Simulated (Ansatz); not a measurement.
Frontier orbitals of CH₅BrSi (`C[SiH2]Br`).

Total charge 0; spin multiplicity 1. Correlated methods include outer-core shells of Br, which these sets cover unevenly. Scalar relativity is left out up to krypton. Geometry: relaxed with PBE0-D4/def2-TZVP. Basis def2-TZVPP, the Gaussian-basis code of Ansatz.

```csv
functional,HOMO (eV),LUMO (eV),gap (eV)
PBE,-6.98,-0.76,6.22
PBE0,-8.26,0.13,8.39
B3LYP,-8.01,-0.09,7.92
r2SCANh,-7.78,-0.06,7.72
BHLYP,-9.39,1.06,10.45
ωB97M-V,-10.48,1.93,12.41
```

Against PBE, PBE0 changes HOMO and LUMO by −1.27 and +0.90 eV, ωB97M-V by −3.49 and +2.69 eV. A gap of 6.22 eV thus becomes 12.40 eV for the same molecule, so an orbital gap means little without its functional. A positive LUMO is unbound and depends on the basis.

B3LYP here is the variant with VWN-RPA as its local correlation; programs differ in this.
